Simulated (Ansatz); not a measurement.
Geometry optimisation, RKS PBE0/STO-3G (Ansatz).

Input file:

```yaml
crystal:
  periodic: [false, false, false]
  atoms:
    - { symbol: Al, position_ang: [0.0, 0.0, 0.0] }
    - { symbol: O, position_ang: [0.0, 0.0, 1.78] }
    - { symbol: Si, position_ang: [-1.3147, -0.4067, 2.7436] }
    - { symbol: H, position_ang: [-2.239, -1.2403, 1.9804] }
    - { symbol: H, position_ang: [-0.8506, -1.1432, 3.9157] }
    - { symbol: H, position_ang: [-1.9987, 0.8095, 3.1733] }
    - { symbol: O, position_ang: [1.5415, 0.0, -0.89] }
    - { symbol: Si, position_ang: [2.3874, -1.376, -1.352] }
    - { symbol: H, position_ang: [1.4599, -2.3514, -1.9176] }
    - { symbol: H, position_ang: [3.3882, -1.0195, -2.3535] }
    - { symbol: H, position_ang: [3.0504, -1.9546, -0.187] }
    - { symbol: O, position_ang: [-1.5415, 0.0, -0.89] }
    - { symbol: H, position_ang: [-2.0512, -0.8467, -0.6815] }
basis:
  gaussian: { orbitals: STO-3G }
hamiltonian:
  xc: pbe0
relax:
  f_tol: 0.02
  max_steps: 40
```

Run as:

```bash
$ ansatz run input.yaml --threads 1 --pin off --max-ram 2048MiB --backend cpu --events-out ev --progress --plain --runs-dir out
```

Task: Where does it end, and by what steps?

Result: The forces met the threshold. The force dipped under the threshold on the way, but the program's further checks kept it going. Limits of this set-up: minimal basis. After 27 steps the energy has fallen by 0.866 eV; H13 moved furthest, 1.59 Å.

```json
{"step": "0", "energy less start (eV)": "0.0000", "largest force component (eV/Å)": "2.634", "accepted": "yes"}
{"step": "1", "energy less start (eV)": "-0.4669", "largest force component (eV/Å)": "1.441", "accepted": "yes"}
{"step": "2", "energy less start (eV)": "-0.5695", "largest force component (eV/Å)": "1.364", "accepted": "yes"}
{"step": "3", "energy less start (eV)": "-0.6332", "largest force component (eV/Å)": "1.175", "accepted": "yes"}
{"step": "4", "energy less start (eV)": "-0.7196", "largest force component (eV/Å)": "0.176", "accepted": "yes"}
{"step": "5", "energy less start (eV)": "-0.7318", "largest force component (eV/Å)": "0.091", "accepted": "yes"}
{"step": "6", "energy less start (eV)": "-0.7351", "largest force component (eV/Å)": "0.044", "accepted": "yes"}
{"step": "7", "energy less start (eV)": "-0.7378", "largest force component (eV/Å)": "0.098", "accepted": "yes"}
{"step": "8", "energy less start (eV)": "-0.7411", "largest force component (eV/Å)": "0.096", "accepted": "yes"}
{"step": "9", "energy less start (eV)": "-0.7491", "largest force component (eV/Å)": "0.246", "accepted": "yes"}
{"step": "10", "energy less start (eV)": "-0.7585", "largest force component (eV/Å)": "0.250", "accepted": "yes"}
{"step": "11", "energy less start (eV)": "-0.7942", "largest force component (eV/Å)": "0.136", "accepted": "yes"}
{"step": "12", "energy less start (eV)": "-0.8025", "largest force component (eV/Å)": "0.442", "accepted": "yes"}
{"step": "13", "energy less start (eV)": "-0.8184", "largest force component (eV/Å)": "0.345", "accepted": "yes"}
{"step": "14", "energy less start (eV)": "-0.8379", "largest force component (eV/Å)": "0.065", "accepted": "yes"}
{"step": "15", "energy less start (eV)": "-0.8438", "largest force component (eV/Å)": "0.070", "accepted": "yes"}
{"step": "16", "energy less start (eV)": "-0.8424", "largest force component (eV/Å)": "0.413", "accepted": "no"}
{"step": "17", "energy less start (eV)": "-0.8504", "largest force component (eV/Å)": "0.038", "accepted": "yes"}
{"step": "18", "energy less start (eV)": "-0.8539", "largest force component (eV/Å)": "0.101", "accepted": "yes"}
{"step": "19", "energy less start (eV)": "-0.8549", "largest force component (eV/Å)": "0.276", "accepted": "yes"}
{"step": "20", "energy less start (eV)": "-0.8591", "largest force component (eV/Å)": "0.122", "accepted": "yes"}
{"step": "21", "energy less start (eV)": "-0.8626", "largest force component (eV/Å)": "0.027", "accepted": "yes"}
{"step": "22", "energy less start (eV)": "-0.8622", "largest force component (eV/Å)": "0.242", "accepted": "no"}
{"step": "23", "energy less start (eV)": "-0.8635", "largest force component (eV/Å)": "0.217", "accepted": "yes"}
{"step": "24", "energy less start (eV)": "-0.8651", "largest force component (eV/Å)": "0.091", "accepted": "yes"}
{"step": "25", "energy less start (eV)": "-0.8658", "largest force component (eV/Å)": "0.041", "accepted": "yes"}
{"step": "26", "energy less start (eV)": "-0.8663", "largest force component (eV/Å)": "0.004", "accepted": "yes"}
{"step": "27", "energy less start (eV)": "-0.8665", "largest force component (eV/Å)": "0.015", "accepted": "yes"}
```

```xyz
13
Properties=species:S:1:pos:R:3
Al -0.283 -0.273 -0.339
O 0.007 -0.922 1.190
Si -1.127 -0.821 2.430
H -2.358 -1.521 2.109
H -0.558 -1.421 3.615
H -1.490 0.549 2.741
O 0.920 -0.450 -1.498
Si 2.341 -1.265 -1.093
H 2.105 -2.648 -0.723
H 3.195 -1.252 -2.260
H 3.060 -0.634 -0.002
O -1.685 0.557 -0.830
H -2.295 0.572 -0.018
```

Whether the end is a true minimum wasn't checked by a vibrational analysis.

Run time: 86 s on 1 thread of Arm Neoverse V2 (shared host), peak memory 0.13 GiB.
